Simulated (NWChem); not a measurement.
System: GeH₃O₃ cation

Input file for NWChem:

```
start job
memory heap 200 mb stack 700 mb global 900 mb
charge 1
geometry units angstroms noautosym nocenter noautoz
  O     -1.679917     0.220043     0.000000
  Ge    -0.002573     0.009625     0.000000
  O      0.605486    -1.579860     0.000000
  O      0.844183     1.478272     0.000000
  H     -2.237664    -0.576502     0.000000
  H      1.561785    -1.750233     0.000000
  H      1.814856     1.485925     0.000000
end
basis spherical
  O library pcsseg-1
  Ge library pcsseg-1
  H library pcsseg-1
end
dft
  xc bhlyp
  iterations 150
end
property
  shielding
  efieldgrad
end
task dft property
```

Parts of the log:

```
             Northwest Computational Chemistry Package (NWChem) 7.3.0
             --------------------------------------------------------

                             Geometry "geometry" -> ""
                             -------------------------

 Output coordinates in angstroms (scale by  1.889725989 to convert to a.u.)

  No.       Tag          Charge          X              Y              Z
 ---- ---------------- ---------- -------------- -------------- --------------
    1 O                    8.0000    -1.67991700     0.22004300     0.00000000
    2 Ge                  32.0000    -0.00257300     0.00962500     0.00000000
    3 O                    8.0000     0.60548600    -1.57986000     0.00000000
    4 O                    8.0000     0.84418300     1.47827200     0.00000000
    5 H                    1.0000    -2.23766400    -0.57650200     0.00000000
    6 H                    1.0000     1.56178500    -1.75023300     0.00000000
    7 H                    1.0000     1.81485600     1.48592500     0.00000000

 Effective nuclear repulsion energy (a.u.)     316.9445317607

                              NWChem Property Module
                              ----------------------

  itol2e modified to match energy
  convergence criterion.

                                 NWChem DFT Module
                                 -----------------

 Summary of "ao basis" -> "ao basis" (spherical)
 ------------------------------------------------------------------------------
       Tag                 Description            Shells   Functions and Types
 ---------------- ------------------------------  ------  ---------------------
 O                          pcsseg-1                 7       17   3s3p1d
 Ge                         pcsseg-1                15       41   5s7p3d
 H                          pcsseg-1                 3        5   2s1p

  itol2e modified to match energy
  convergence criterion.

            General Information
            -------------------
          SCF calculation type: DFT
          Wavefunction type:  closed shell.
          No. of atoms     :     7
          No. of electrons :    58
           Alpha electrons :    29
            Beta electrons :    29
          Charge           :     1
          Spin multiplicity:     1
          Use of symmetry is: off; symmetry adaption is: off
          Maximum number of iterations: 150
          AO basis - number of functions:   107
                     number of shells:    45
          Convergence on energy requested:  1.00D-07
          Convergence on density requested:  1.00D-05
          Convergence on gradient requested:  5.00D-04

              XC Information
              --------------
                        BHLYP Method XC Functional
                     Hartree-Fock (Exact) Exchange  0.500
                        Slater Exchange Functional  0.500 local
                    Becke 1988 Exchange Functional  0.500 non-local
              Lee-Yang-Parr Correlation Functional  1.000

             Grid Information
             ----------------
          Grid used for XC integration:  fine
          Radial quadrature: Mura-Knowles
          Angular quadrature: Lebedev.
          Tag              B.-S. Rad. Rad. Pts. Rad. Cut. Ang. Pts.
          ---              ---------- --------- --------- ---------
          O                   0.60       70          11.0       590
          Ge                  1.25      140           9.0       974
          H                   0.35       60          12.0       590
          Grid pruning is: on
          Number of quadrature shells:   530
          Spatial weights used:  Erf1

      Superposition of Atomic Density Guess
      -------------------------------------

 Sum of atomic energies:       -2300.79602595

 Renormalizing density from      59.00 to     58

      Non-variational initial energy
      ------------------------------

 Total energy =   -2277.839399
 1-e energy   =   -3772.494466
 2-e energy   =    1177.710536
 HOMO         =      -0.823765
 LUMO         =      -0.446000

[...]

          -----------------------------------------
          Chemical Shielding Tensors (GIAO, in ppm)
          -----------------------------------------

                                NWChem CPHF Module
                                ------------------

  scftype          =     RHF
  nclosed          =       29
  nopen            =        0
  variables        =     2262
  # of vectors     =        3
  tolerance        = 0.10D-03
  level shift      = 0.00D+00
  max iterations   =       50
  max subspace     =       30

 SCF residual:    1.8091349720379929E-004

Iterative solution of linear equations
  No. of variables     2262
  No. of equations        3
  Maximum subspace       30
        Iterations       50
       Convergence  1.0D-04

   iter   nsub   residual    time
   ----  ------  --------  ---------
     1      3    6.51D-01     102.4
     2      6    7.06D-02     113.2
     3      9    1.46D-02     125.0
     4     12    1.12D-03     135.8
     5     15    1.22D-04     146.8
     6     18    1.61D-05     157.3

      Atom:    1  O
        Diamagnetic
    411.3924      2.8520      0.0000
      2.8520    387.0699     -0.0000
      0.0000     -0.0000    374.0112

        Paramagnetic
   -104.4582    -33.6388     -0.0000
    -33.6388   -197.7086      0.0000
     -0.0000      0.0000    -96.7743

        Total Shielding Tensor
    306.9343    -30.7868     -0.0000
    -30.7868    189.3613      0.0000
     -0.0000      0.0000    277.2369

           isotropic =     257.8441
          anisotropy =      84.9958

          Principal Components and Axis System
                 1           2           3
              314.5080    277.2369    181.7875

      1         0.9710      0.0000      0.2389
      2        -0.2389      0.0000      0.9710
      3        -0.0000      1.0000     -0.0000

      Atom:    2  Ge
        Diamagnetic
   2757.3634     -0.0854      0.0000
     -0.0854   2758.3930      0.0000
      0.0000      0.0000   2752.3970

        Paramagnetic
  -1357.6862     12.6083      0.0000
     12.6083  -1351.8077     -0.0000
      0.0000     -0.0000  -1611.6901

        Total Shielding Tensor
   1399.6772     12.5229      0.0000
     12.5229   1406.5853     -0.0000
      0.0000     -0.0000   1140.7069

           isotropic =    1315.6565
          anisotropy =     150.6979

          Principal Components and Axis System
                 1           2           3
             1416.1217   1390.1407   1140.7069

      1         0.6059      0.7956     -0.0000
      2         0.7956     -0.6059      0.0000
      3        -0.0000      0.0000      1.0000

      Atom:    3  O
        Diamagnetic
    395.7558    -12.1599      0.0000
    -12.1599    403.3153     -0.0000
      0.0000     -0.0000    374.4354

        Paramagnetic
   -256.7496    -30.7418      0.0000
    -30.7418   -103.0160     -0.0000
      0.0000     -0.0000   -113.2948

        Total Shielding Tensor
    139.0062    -42.9017      0.0000
    -42.9017    300.2993     -0.0000
      0.0000     -0.0000    261.1405

           isotropic =     233.4820
          anisotropy =     116.2778

          Principal Components and Axis System
                 1           2           3
              311.0006    261.1405    128.3049

      1        -0.2420      0.0000      0.9703
      2         0.9703      0.0000      0.2420
      3        -0.0000      1.0000     -0.0000

      Atom:    4  O
        Diamagnetic
    398.9293     12.9048      0.0000
     12.9048    399.2514      0.0000
      0.0000      0.0000    373.7765

        Paramagnetic
   -231.1511     41.0325      0.0000
     41.0325   -104.0538      0.0000
      0.0000      0.0000   -105.1730

        Total Shielding Tensor
    167.7782     53.9372      0.0000
     53.9372    295.1976      0.0000
      0.0000      0.0000    268.6035

           isotropic =     243.8597
          anisotropy =     106.6554

          Principal Components and Axis System
                 1           2           3
              314.9633    268.6035    148.0124

      1         0.3441     -0.0000      0.9389
      2         0.9389     -0.0000     -0.3441
      3         0.0000      1.0000      0.0000

      Atom:    5  H
        Diamagnetic
     35.1350     11.3939      0.0000
     11.3939     31.2347      0.0000
      0.0000      0.0000     16.2709

        Paramagnetic
     -2.2395     -1.5695     -0.0000
     -1.5695     -4.2297      0.0000
     -0.0000      0.0000      0.4991

        Total Shielding Tensor
     32.8954      9.8244      0.0000
      9.8244     27.0050      0.0000
      0.0000      0.0000     16.7700

           isotropic =      25.5568
          anisotropy =      21.9747

          Principal Components and Axis System
                 1           2           3
               40.2066     19.6939     16.7700

      1         0.8022     -0.5970     -0.0000
      2         0.5970      0.8022     -0.0000
      3         0.0000     -0.0000      1.0000

      Atom:    6  H
        Diamagnetic
     41.4726     -8.4651      0.0000
     -8.4651     25.2564     -0.0000
      0.0000     -0.0000     16.7532

        Paramagnetic
     -6.7502     -0.4459     -0.0000
     -0.4459     -1.3089      0.0000
     -0.0000      0.0000      0.6939

        Total Shielding Tensor
     34.7223     -8.9110      0.0000
     -8.9110     23.9475      0.0000
      0.0000      0.0000     17.4471

           isotropic =      25.3723
          anisotropy =      21.5634

          Principal Components and Axis System
                 1           2           3
               39.7479     18.9220     17.4471

      1         0.8710      0.4912     -0.0000
      2        -0.4912      0.8710     -0.0000
      3        -0.0000      0.0000      1.0000

      Atom:    7  H
        Diamagnetic
     43.6645      5.4839      0.0000
      5.4839     23.0087      0.0000
      0.0000      0.0000     16.7000

[...]
```

Level: BHandHLYP/pcSseg-1, GIAO. Coordinates come from a PBE0/def2-SVP optimisation. NWChem prints the field gradient with the sign opposite to the second derivative of the potential. The printed shielding anisotropy is the first printed principal value minus the mean of the other two.
